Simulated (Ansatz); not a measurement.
`[SH][Al]([Br])[Br]` + NH₃ → `[NH2][Al]([Br])[Br]` + H₂S at 400 K and 1 bar (ligand exchange at the Al–S bond).

Gas-phase electronic energies from Ansatz, PBE0-D4/def2-TZVP geometries. CBS: MP2 limit from def2 TZ/QZ plus the TZ coupled-cluster correction, frozen cores. This one scheme is used for every species. For Br outer-core shells are correlated without core-valence functions, which leaves a few kJ/mol of doubt a bond. Scalar relativity is left out up to krypton. One conformer a species, not always the lowest.

```csv
species,CCSD(T)/CBS energy (Eh),H − E (kJ/mol),S (J/(mol·K))
`[SH][Al]([Br])[Br]`,-5787.21638,60.2,387.9
NH₃,-56.50880,104.2,203.1
`[NH2][Al]([Br])[Br]`,-5444.74521,102.7,373.5
H₂S,-398.97279,53.4,215.9
```

H − E and S are ideal-gas, rigid-rotor, harmonic terms from PBE0-D4/def2-TZVP, for one conformer and one mirror image of each species. 1 Eh = 2625.50 kJ/mol, R = 8.31446 J/(mol·K).

**Question.** By hand: ΔE, ΔH, ΔS and ΔG.

**Answer.** ΔE = (-5444.74521) + (-398.97279) − (-5787.21638) − (-56.50880) = 0.00718 Eh = 18.9 kJ/mol. Δ(H − E) = 102.7 + 53.4 − 60.2 − 104.2 = -8.3, so ΔH = 10.6 kJ/mol. ΔS = 373.5 + 215.9 − 387.9 − 203.1 = -1.6 J/(mol·K). ΔG = 10.6 − 400 × (-1.6)/1000 = 11.2 kJ/mol.

**Question.** By hand: the equilibrium constant, and the temperature at which ΔG would vanish if ΔH and ΔS stayed fixed.

**Answer.** log₁₀ K = −ΔG/(RT ln 10) = -1.5. ΔH and −TΔS have one sign here, so there is no such temperature. One of them is within its doubt of zero, so this could turn.

The number of gas molecules stays the same, so ΔS is small and ΔH decides. A doubt of 5 kJ/mol in ΔE shifts log₁₀ K by 0.7 here. Other conformers and mirror images would add mixing entropy, several J/(mol·K) or more a flexible species. These are equilibria of isolated gas molecules and say nothing of rates. Largest T1 diagnostic: 0.009 (customary marks: 0.02 for closed shells, 0.045 for open ones).
